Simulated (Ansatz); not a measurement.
Start from `NC[SiH2][GeH3]` and change one atom or group to get `NC[SiH2][NH][AlH2]`.

Ansatz, PBE0-D4/def2-TZVP geometries, multiplicity 1. Each molecule was computed in one conformer, which needn't be the lowest.

Scalar relativity is left out up to krypton.

```
                                          property  `NC[SiH2][GeH3]`
             LUMO energy (ωB97M-V/def2-TZVPP) / eV              1.83
             HOMO–LUMO gap (B3LYP/def2-TZVPP) / eV              6.77
  size of the dipole moment (B3LYP/def2-TZVPP) / D              1.58
                 HOMO energy (PBE/def2-TZVPP) / eV             -5.55
size of the dipole moment (ωB97M-V/def2-TZVPP) / D              1.59
               LUMO energy (B3LYP/def2-TZVPP) / eV             -0.02
```

(1) Give the same properties after the change, and the shifts. (An estimate is asked.)

## Answers

(1) Ansatz gave: 
```csv
property,`NC[SiH2][NH][AlH2]`,shift
LUMO energy (ωB97M-V/def2-TZVPP) / eV,0.67,-1.16
HOMO–LUMO gap (B3LYP/def2-TZVPP) / eV,5.47,-1.30
size of the dipole moment (B3LYP/def2-TZVPP) / D,1.53,-0.05
HOMO energy (PBE/def2-TZVPP) / eV,-5.37,0.18
size of the dipole moment (ωB97M-V/def2-TZVPP) / D,1.56,-0.03
LUMO energy (B3LYP/def2-TZVPP) / eV,-1.11,-1.09
```

With PBE0 the HOMO rises by 0.22 eV and the LUMO falls by 1.11 eV, so the gap narrows by about 1.33 eV. PBE moves the HOMO by 0.18 eV and ωB97M-V by 0.24 eV. Dipoles are sizes alone; their direction can turn.

B3LYP here is the variant with VWN-RPA as its local correlation; programs differ in this.
